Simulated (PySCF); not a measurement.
Polarisability of `FC(F)C1=C[CH+]CC=C1`

Compound: C7H7F2 (charge +1).
Geometry (GFN2-xTB, Å), atoms numbered from 1 in this order:
```xyz
16
C7H7F2 angstrom
F      2.733    1.209   -0.790
C      2.343    0.119   -0.109
F      2.847   -0.961   -0.727
C      0.837    0.043   -0.023
C      0.215   -1.214    0.046
C     -1.149   -1.296    0.108
C     -1.979   -0.099    0.111
C     -1.275    1.176    0.057
C      0.089    1.231   -0.007
H      2.788    0.171    0.906
H      0.825   -2.106    0.024
H     -1.637   -2.260    0.144
H     -2.675   -0.118    0.969
H     -2.716   -0.153   -0.712
H     -1.858    2.087    0.059
H      0.605    2.179   -0.068
```

Level: PBE0/def2-SVPD (PySCF), static field, nuclei fixed, core orbitals frozen in the response. The polarisability tensor in these axes (au):

```
x   100.13   0.87  -2.98
y     0.87  82.17  -0.86
z    -2.98  -0.86  48.81
```

Give the principal values, the mean and the anisotropy Δα = √{½[(α1 − α2)² + (α2 − α3)² + (α1 − α3)²]}.

Principal values 48.62, 82.14 and 100.35 au; mean 77.04 au = 11.42 Å³ = 12.70 × 10⁻⁴⁰ C²·m²/J; Δα = 45.45 au (59 % of the mean).

Rayleigh depolarisation ratio (linearly polarised light, static tensor)?

ρ = 3Δα²/(45ᾱ² + 4Δα²) = 6196.8/(267057 + 8262.4) = 0.0225.

Give the principal axes and the span of the nuclei along them.

Largest value along (1.00, 0.05, -0.06), where the nuclei span 5.56 Å; middle along (-0.05, 1.00, -0.02), 4.35 Å; least along (0.06, 0.02, 1.00), 1.94 Å. The response follows the extents in order.

Form Σ f/ω² (atomic units) for the 8 lowest TDDFT singlets, given as eV and f, and set it beside the mean polarisability, which is this sum over all singlets: 4.15, 0.1072; 4.34, 0.0193; 5.04, 0.0001; 5.60, 0.1349; 6.00, 0.0001; 6.02, 0.0035; 6.54, 0.0075; 6.61, 0.0007.

They add up to 8.78 au, 11.4 % of the 77.04 au; the largest single term is 4.61 au, from the state at 4.15 eV. Terms in order: 4.61, 0.76, 0.00, 3.19, 0.00, 0.07, 0.13, 0.01 au. Higher excitations give the rest. The strengths listed sum to 0.273.

Traceless (Buckingham) quadrupole moment about the centre of nuclear charge: eigenvalues?

-16.80, -1.66, 18.45 D·Å. The values depend on the origin, since the species is charged. The electronic extent ⟨r²⟩ about the same centre is 1198 bohr², a root-mean-square distance of 2.25 Å for the 66 electrons.

Geometry: GFN2-xTB, one conformer, isolated ion.
